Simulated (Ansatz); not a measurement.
Zn₁₀H₃₀Se₁₀⁺. Total charge 1; doublet. Geometry PBE-D4/def2-SVP, that of the neutral singlet; atoms count from 1.

Cartesian coordinates in Å:
```
Zn -1.4490 0.5813 3.0016
Zn 0.0679 4.6383 -0.0639
Zn 1.8331 -0.9175 2.7232
Zn 4.0824 1.8407 -1.1838
Zn -2.7933 3.7261 -0.3607
Zn -1.2411 -2.8289 1.2250
Zn -3.0659 -0.6298 -3.0957
Zn 0.1220 0.5447 -0.9776
Zn 3.7927 -1.1147 -1.5822
Zn -0.8547 -2.5778 -3.4468
Se -0.4174 2.8940 2.1529
Se -3.7058 1.0329 1.7153
Se -0.1433 -0.5906 1.2484
Se 1.5342 2.6187 -1.0246
Se 3.3845 0.8318 1.4467
Se 2.8056 -2.9283 1.3562
Se -2.1144 1.3731 -1.6227
Se -2.9871 -2.0732 -0.6123
Se 0.0750 -4.2676 -0.5466
Se 1.1908 -1.2049 -2.2977
H -1.5761 0.3880 4.5424
H -1.2423 4.3577 -0.9805
H 0.9223 5.7013 0.6947
H 1.9763 -0.8775 4.2751
H 5.0957 2.9269 -0.7047
H 3.8363 0.5715 -2.1669
H -2.5534 3.2022 1.1803
H -3.9949 4.3313 -1.1705
H -1.7686 -3.5997 2.4799
H -4.6140 -0.6484 -3.2960
H -1.6287 -1.0086 -3.7688
H 3.5700 -1.0317 0.0583
H 4.6414 -2.0903 -2.4750
H -1.5213 -3.1323 -2.0344
H -0.3168 -3.2952 -4.7359
H -0.9630 3.9402 3.0527
H 0.8509 2.8303 2.9901
H -4.2482 1.9913 2.7075
H -4.3977 -0.1066 2.4236
H 1.2451 2.8049 -2.4697
H 3.4586 1.9417 2.4879
H 4.7264 0.3568 1.8601
H 4.2430 -2.8841 1.7176
H 2.5630 -3.9730 2.4288
H -1.5970 2.0662 -2.8301
H -4.1228 -1.6339 0.3105
H -3.7397 -3.3060 -0.9477
H -1.0625 -5.2146 -0.6603
H 0.7046 -5.1592 0.5012
H 1.3973 -0.3975 -3.5246
```

Single mean-field runs in def2-TZVP are fitted with def2-universal-jkfit.

(1) Estimate the Mulliken populations of the heavy atoms from the PBE0/def2-TZVP orbitals of Ansatz.

(2) Where does the spin sit?

(3) And the Mayer bond orders between heavy atoms (over 0.3)?

Results:

(1) 
| atom | charge (e) | spin (α − β) | d electrons |
| --- | --- | --- | --- |
| Zn1 | 0.20 | 0.00 | 10.06 |
| Zn2 | 0.14 | 0.00 | 10.04 |
| Zn3 | 0.16 | 0.00 | 10.06 |
| Zn4 | 0.15 | 0.00 | 10.05 |
| Zn5 | 0.11 | 0.03 | 10.05 |
| Zn6 | 0.15 | 0.00 | 10.06 |
| Zn7 | 0.18 | 0.00 | 10.05 |
| Zn8 | 0.52 | 0.00 | 10.13 |
| Zn9 | 0.11 | 0.03 | 10.05 |
| Zn10 | 0.12 | 0.05 | 10.05 |
| Se11 | -0.23 | 0.00 | – |
| Se12 | -0.22 | 0.00 | – |
| Se13 | -0.31 | 0.02 | – |
| Se14 | -0.30 | 0.05 | – |
| Se15 | -0.24 | 0.00 | – |
| Se16 | -0.23 | 0.00 | – |
| Se17 | -0.32 | 0.01 | – |
| Se18 | -0.22 | 0.00 | – |
| Se19 | -0.18 | 0.00 | – |
| Se20 | -0.30 | 0.08 | – |
Mulliken values depend strongly on the basis.

(2) Summed by element: Zn 0.13, Se 0.18, H 0.69, of 1 unpaired in all. Largest on single atoms: H35 0.22, H33 0.15, H28 0.11.

(3) Zn1–Se11 0.37 (2.67 Å); Zn1–Se12 0.46 (2.64 Å); Zn1–Se13 0.62 (2.48 Å); Zn2–Se14 0.40 (2.67 Å); Zn3–Se13 0.63 (2.49 Å); Zn3–Se15 0.39 (2.66 Å); Zn3–Se16 0.45 (2.62 Å); Zn4–Se14 0.42 (2.67 Å); Zn5–Se17 0.33 (2.76 Å); Zn6–Se13 0.62 (2.49 Å); Zn6–Se18 0.40 (2.64 Å); Zn6–Se19 0.48 (2.63 Å); Zn7–Se17 0.45 (2.66 Å); Zn8–Se13 0.50 (2.51 Å); Zn8–Se14 0.49 (2.51 Å); Zn8–Se17 0.54 (2.47 Å); Zn8–Se20 0.51 (2.44 Å); Zn9–Se20 0.41 (2.70 Å); Zn10–Se20 0.39 (2.72 Å).
